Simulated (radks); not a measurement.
The nickel ion Ni2+ inside a hard spherical wall (all orbitals vanish at R), configuration held at [Ar] 3d8 and not refilled when levels cross. Method: non-relativistic Kohn-Sham, r2SCAN, spin-unpolarised, spherical densities, point nucleus; meta-GGA in the generalised Kohn-Sham scheme; computed with a radial shooting solver on a logarithmic mesh with Libxc functionals. Eigenvalues in eV, with the zero of energy where the potential of the charges vanishes at infinity; a dash marks a level that is unbound or too diffuse for the functional's potential to be trusted. A positive occupied level is held by the wall or, in an anion where self-interaction has pushed it up, behind a barrier. The pressure on the wall is -dE/dV.

R (bohr)  E (hartree)  kinetic (hartree)    e(2p)    e(3s)    e(3p)    e(3d)  e(4s, empty)  e(4p, empty)  pressure (GPa)
free      -1507.21518           1506.132  -866.62  -131.24  -92.439  -28.609       -20.440       -14.012               0
15        -1507.21518           1506.132  -866.62  -131.24  -92.439  -28.609       -20.440       -14.012        < 0.0001
12        -1507.21518           1506.132  -866.62  -131.24  -92.439  -28.609       -20.440       -14.012        < 0.0001
7         -1507.21518           1506.132  -866.62  -131.24  -92.439  -28.609       -20.431       -13.942        0.000741
6         -1507.21510           1506.133  -866.61  -131.23  -92.433  -28.603       -20.377       -13.730          0.0126
3.5       -1507.17999           1506.389  -865.28  -130.13  -91.359  -27.515       -15.740        -6.127            16.1
3         -1507.09766           1506.869  -863.23  -128.53  -89.793  -25.836        -9.622         1.952            74.5
2         -1505.57263           1514.233  -843.75  -115.12  -76.226   -9.912        46.648        65.682            2850
1.5       -1498.91147           1541.697  -797.91  -83.866  -43.006   28.233        180.90        202.21           30400
